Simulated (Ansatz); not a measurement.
Species: C4H5S, SMILES `C1=CS[CH+]C1` with one electron added (charge 0, multiplicity 2).

Question: Give a relaxed geometry from B3LYP-D3(BJ)/def2-TZVP run with Ansatz (a first-principles code).

Answer: the end point of this relaxation (outside a Z-matrix the atoms follow the SMILES, hydrogens last).
Z-matrix (Å, degrees):
```
C
H 1 1.1021
H 1 1.1021 2 104.84
C 1 1.4951 2 112.08 3 -121.82
H 4 1.0770 1 125.95 2 58.79
C 1 1.5026 2 111.00 3 119.93
C 6 1.3328 1 115.06 2 121.91
H 7 1.0792 6 127.13 1 -180.00
H 6 1.0815 7 123.09 8 0.00
S 4 1.7193 5 120.40 1 -180.00
```
